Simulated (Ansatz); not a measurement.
`BC(=N)F`, relaxed with RKS PBE-D4/def2-SVP in Ansatz from a rough embedded geometry. The force threshold is 0.03 eV/Å; the program also tests the step.

The species carries charge 0 and has multiplicity 1.

Start:

```xyz
7

B    -0.782   -0.353    0.363
C     0.481    0.432    0.151
N     1.151    0.310   -0.937
F     0.931    1.305    1.192
H    -1.470   -0.240    1.355
H    -1.230   -1.139   -0.462
H     0.920   -0.315   -1.662
```

(1) How much energy does the relaxation release, and in how many steps? (Best estimate.)

(2) Which bonds change most? (Best estimate.)

(3) Give the relaxed structure. (Estimate.)

## Answers

(1) Computed: 0.51 eV, in 15 steps, 1 of them rejected.

(2) Computed: C2–F4 from 1.431 to 1.352 Å; B1–C2 from 1.502 to 1.561 Å; N3–H7 from 0.984 to 1.034 Å; B1–H6 from 1.224 to 1.214 Å.

(3) Ansatz gave: 
```xyz
7

B    -0.790   -0.416    0.388
C     0.566    0.328    0.173
N     1.107    0.540   -0.961
F     1.106    0.951    1.244
H    -1.699    0.165    0.945
H    -0.957   -1.514   -0.101
H     0.668   -0.053   -1.686
```
